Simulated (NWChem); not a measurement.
System: ZrO2; SMILES [O]=[Zr]=[O]

NWChem input:

```
start job
memory heap 200 mb stack 900 mb global 1100 mb
geometry units angstroms noautoz
  Zr     0.000000     0.000000     0.283689
  O      1.425531     0.000000    -0.750882
  O     -1.425531     0.000000    -0.750882
end
basis spherical
  Zr library def2-svp
  O library def2-svp
end
ecp
  Zr library def2-ecp
end
dft
  xc mpw1k
  iterations 150
  mulliken
end
task dft energy
```

Structure relaxed at the PBE0/def2-SVP level. def2 effective core potentials on Zr; no spin-orbit coupling.

Problem. Predict the main results of this run. (MPW1K/def2-SVP with def2 effective core potentials on Zr.) Quantities: energy (Ha); highest occupied level (eV); orbital gap (eV); dipole (D).

Solution. The energy (Ha) is -197.34 and the highest occupied level (eV) is -7.77. The orbital gap (eV) is 5.35. The dipole (D) is 8.27.
